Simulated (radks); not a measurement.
Neutral platinum inside a hard spherical wall (all orbitals vanish at R), configuration held at [Xe] 4f14 5d9 6s1 and not refilled when levels cross. Method: scalar-relativistic Kohn-Sham, LDA (Slater exchange, Perdew-Wang correlation), spin-polarised, spherical densities, finite nucleus; open shells are filled with parallel spins first (spin-orbit coupling, left out, can overturn this in heavy ions); Fermi nuclear charge, rms radius 5.427 fm; computed with a radial shooting solver on a logarithmic mesh with Libxc functionals. Eigenvalues in eV for spin up, with the zero of energy where the potential of the charges vanishes at infinity; a dash marks a level that is unbound or too diffuse for the functional's potential to be trusted. A positive occupied level is held by the wall or, in an anion where self-interaction has pushed it up, behind a barrier. The pressure on the wall is -dE/dV.

| R (bohr) | E (hartree) | kinetic (hartree) | e(4f) | e(5p) | e(5d) | e(6s) | e(6p, empty) | e(7s, empty) | pressure (GPa) |
|---|---|---|---|---|---|---|---|---|---|
| free | -18399.4313 | 20504.357 | -70.516 | -56.506 | -6.703 | -6.310 | -1.155 | - | 0 |
| 20 | -18399.4313 | 20504.357 | -70.516 | -56.506 | -6.703 | -6.310 | -1.155 | 0.160 | < 0.0001 |
| 12 | -18399.4313 | 20504.357 | -70.515 | -56.505 | -6.702 | -6.309 | -1.126 | 0.890 | 0.000123 |
| 10 | -18399.4312 | 20504.358 | -70.508 | -56.498 | -6.696 | -6.303 | -1.048 | 1.712 | 0.00270 |
| 8 | -18399.4300 | 20504.370 | -70.435 | -56.426 | -6.630 | -6.236 | -0.728 | 3.857 | 0.0632 |
| 7 | -18399.4264 | 20504.400 | -70.274 | -56.269 | -6.488 | -6.082 | -0.263 | 6.247 | 0.319 |
| 4 | -18399.0895 | 20506.149 | -64.662 | -51.142 | -1.782 | 0.306 | 10.515 | 42.485 | 77.1 |
